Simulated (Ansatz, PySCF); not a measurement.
Al(Cl)(I)(OMe) (CH3AlClIO), SMILES C[O][Al]([Cl])[I].

Coordinates come from a B3LYP-D3(BJ)/def2-SVP optimisation. The structure was generated by enumeration; whether it is a known compound was not checked. The def2 effective core potentials stand for the cores of I; spin–orbit coupling is left out. Other conformers were not sampled.

Vertical ionisation energy (IE) and electron affinity (EA) in eV. Rows of orbital energies are one-electron estimates. Where ΔSCF, EOM or ADC give a negative EA the extra electron is unbound and the value depends on the basis.

```tsv
level	IE	EA
−ε(HOMO), −ε(LUMO), r2SCAN/def2-TZVP (PySCF)	7.14	1.65
−ε(HOMO), −ε(LUMO), PBE/def2-TZVP (PySCF)	6.82	2.05
ΔSCF, PBE0/def2-SVPD (Ansatz), final states of multiplicity 2 and 2	10.08	0.08
ΔSCF, PBE/def2-SVPD (Ansatz), final states of multiplicity 2 and 2	9.60	0.23
```

What vertical singlet–triplet gap does ΔSCF give with PBE0/def2-SVPD (Ansatz, a quantum-chemistry and plane-wave program) and with PBE/def2-SVPD (Ansatz)? (An estimate is asked for; the answer gives what the named calculation found.)

5.28 and 4.77 eV (triplet above singlet where positive).
